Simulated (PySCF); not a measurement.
Ga(Cl)3(NH3) (Cl₃GaH₃N), SMILES [NH3]->[Ga]([Cl])([Cl])[Cl] (connectivity only; charge and spin as stated), neutral, multiplicity 1.

Geometry: PBE0-D3(BJ)/def2-SVP. The isomer is the one that the SMILES or the coordinates give; other isomers of the formula were not compared. The values are those of a single conformer.

The numbers are results of PySCF with r2SCAN/def2-TZVP, not measurements.

Symmetry labels are those of the subgroup Cs that the program uses (full group C3v).

Q: List the valence orbital energies around the gap with their symmetry. (An estimate is asked for; the answer gives what the named calculation found.)

A: 
```tsv
orbital	symmetry	energy (eV)
HOMO−7	A'	-9.37
HOMO−6	A"	-9.37
HOMO−5	A'	-8.03
HOMO−4	A'	-7.93
HOMO−3	A"	-7.93
HOMO−2	A'	-7.81
HOMO−1	A"	-7.81
HOMO	A"	-7.55
LUMO	A'	-1.19
LUMO+1	A'	-0.40
LUMO+2	A"	1.27
LUMO+3	A'	1.27
```
